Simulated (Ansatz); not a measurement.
Ideal-gas functions of AsN (`N#[As]`) at 400 K and 1 bar, from an Ansatz frequency run at PBE0-D4/def2-TZVP.

Molar mass 88.93 g/mol, point group C∞v (symmetry number 1), electronic degeneracy 1, moments of inertia 30.338 u Å². Harmonic wavenumbers (cm⁻¹, unscaled): 1167.

Use S(trans) = R[1.5 ln M + 2.5 ln T − 1.1517]; rotational temperatures θ = 24.2544 K / I; S(rot) = R[ln(T/σθ) + 1]; for each mode x = 1.438777 ν̃/T, S = R[x/(eˣ − 1) − ln(1 − e⁻ˣ)] and H = RT x/(eˣ − 1); 1 cm⁻¹ = 0.0119627 kJ/mol; R = 8.31446 J/(mol·K).

**Question.** By hand: the entropy, in J/(mol·K).

**Answer.** Translation 170.9. Rotation: θ = 0.7995 K, giving 60.0. Vibration, mode by mode: 0.66, in all 0.7. Electronic 0.0. Sum 231.6 J/(mol·K).

**Question.** By hand: H − E and G − E in kJ/mol, counted from the electronic energy.

**Answer.** Zero-point energy ½ × 1167 × 0.0119627 = 7.0; thermal vibration 0.2; translation, rotation and pV give 3.5 RT = 11.6. H − E = 18.8 kJ/mol, and G − E = 18.8 − 400 × 231.6/1000 = -73.8 kJ/mol.

Vibration gives 0 % of the entropy; all modes have x over 3 and are hardly excited.
